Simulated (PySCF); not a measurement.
**Magnetisability and related constants of `InChI=1S/C5H10O3S/c1-4-3-5(2)9(6,7)8-4/h4-5H,3H2,1-2H3/t4-,5-/m1/s1`**

Computed, not measured: GIAO B3LYP/pcSseg-1 magnetisability, rotational g tensor and spin-rotation constants, non-relativistic, gas phase (PySCF). Geometry: GFN2-xTB.

Input:
```
{"job": {"kind": "mag", "xc": "B3LYP", "basis": "pcSseg-1", "isotopologues": 0}, "charge": 0, "multiplicity": 1}
C      2.249900    -0.161698    -0.308454
C      1.254783    -0.498621     0.798089
C     -0.053882    -1.102250     0.253853
C     -0.875088     0.053465    -0.282194
C     -2.366531    -0.060036    -0.074246
S     -0.238222     1.479064     0.691554
O      0.385090     2.412260    -0.196727
O     -1.182116     1.992213     1.628383
O      0.887845     0.660837     1.522974
H      1.840127     0.614871    -0.948247
H      2.477805    -1.046752    -0.897070
H      3.169285     0.216026     0.130580
H      1.714203    -1.173853     1.528693
H      0.155615    -1.854171    -0.506079
H     -0.591603    -1.575644     1.077767
H     -0.624094     0.296156    -1.312809
H     -2.867735     0.815888    -0.478349
H     -2.585776    -0.108579     0.989720
H     -2.759410    -0.949924    -0.564244
```
Coordinates are in Å.

Command: `OMP_NUM_THREADS=1 python excited_run.py task.json out`

**Question.** Show the output.

**Answer.** Atoms count from 0.
```
coarse grid: 16512 points
cycle   1  E = -819.8832194432  dE =  2.092e+00  |g| = 1.339e+00  |ddm| = 4.137e+00
cycle   2  E = -819.1107921374  dE =  7.724e-01  |g| = 2.468e+00  |ddm| = 2.999e+00
cycle   3  E = -820.1835538523  dE = -1.073e+00  |g| = 3.059e-01  |ddm| = 2.220e+00
cycle   4  E = -820.2015476754  dE = -1.799e-02  |g| = 1.199e-01  |ddm| = 3.353e-01
cycle   5  E = -820.2037628677  dE = -2.215e-03  |g| = 4.465e-02  |ddm| = 9.781e-02
cycle   6  E = -820.2041545802  dE = -3.917e-04  |g| = 8.633e-03  |ddm| = 3.982e-02
cycle   7  E = -820.2041686499  dE = -1.407e-05  |g| = 2.456e-03  |ddm| = 9.147e-03
cycle   8  E = -820.2041699460  dE = -1.296e-06  |g| = 5.628e-04  |ddm| = 2.784e-03
final grid: 155136 points
cycle   9  E = -820.3053611411  dE = -4.821e-05  |g| = 7.821e-03  |ddm| = 3.196e-02
cycle  10  E = -820.3053454026  dE =  1.574e-05  |g| = 1.170e-02  |ddm| = 1.444e-02
cycle  11  E = -820.3053741932  dE = -2.879e-05  |g| = 1.531e-03  |ddm| = 9.867e-03
cycle  12  E = -820.3053746390  dE = -4.458e-07  |g| = 2.300e-04  |ddm| = 1.270e-03
cycle  13  E = -820.3053746462  dE = -7.220e-09  |g| = 1.500e-04  |ddm| = 3.116e-04
cycle  14  E = -820.3053746500  dE = -3.818e-09  |g| = 4.460e-05  |ddm| = 1.390e-04
cycle  15  E = -820.3053746504  dE = -3.481e-10  |g| = 1.025e-05  |ddm| = 3.935e-05
converged SCF energy = -820.3053746504

Magnetisability tensor (1e-30 J/T^2)
    -1457.95        0.42       23.49
        0.42    -1437.48       14.74
       23.49       14.74    -1440.28
isotropic -1445.24   principal values   -1476.03  -1443.30  -1416.38
isotropic susceptibility -87.034 1e-6 cm^3/mol

Inertial axes            a          b          c
rot. const./GHz      2.0068     1.5260     1.1418
chi total           -87.702    -86.163    -87.238
chi diamagnetic    -725.317   -923.749  -1192.669
chi paramagnetic    637.616    837.586   1105.431
quadrupole/D A        2.623     -0.360     -2.263
g nuclear            0.5783     0.5832     0.5812
g electronic        -0.6011    -0.6005    -0.5930
g total             -0.0229    -0.0172    -0.0117

Spin-rotation constants (kHz, H = +C I.J)
atom  isotope        aa         bb         cc
  9     1H       -0.105     -0.164     -0.025
 10     1H       -0.112     -0.082     -0.120
 11     1H       -0.133     -0.034     -0.122
 12     1H       -0.084     -0.158     -0.004
 13     1H       -0.126     -0.066     -0.101
 14     1H       -0.211     -0.121     -0.012
 15     1H       -0.229     -0.166      0.050
 16     1H       -0.054     -0.141     -0.089
 17     1H       -0.193     -0.170      0.004
 18     1H       -0.224      0.031     -0.130
  0    13C*       0.333      0.225      0.176
  1    13C*       0.459      0.334      0.290
  2    13C*       0.365      0.280      0.234
  3    13C*       0.513      0.245      0.249
  4    13C*       0.278      0.242      0.168
  5    33S*       0.823      0.709      0.477
  6    17O*      -0.483     -0.431     -0.326
  7    17O*      -0.531     -0.401     -0.234
  8    17O*      -0.391     -0.443     -0.221
* in the singly substituted isotopologue
```

It took 91 s wall time on 1 thread of an Arm Neoverse N1, shared host, peak memory 1 GiB.
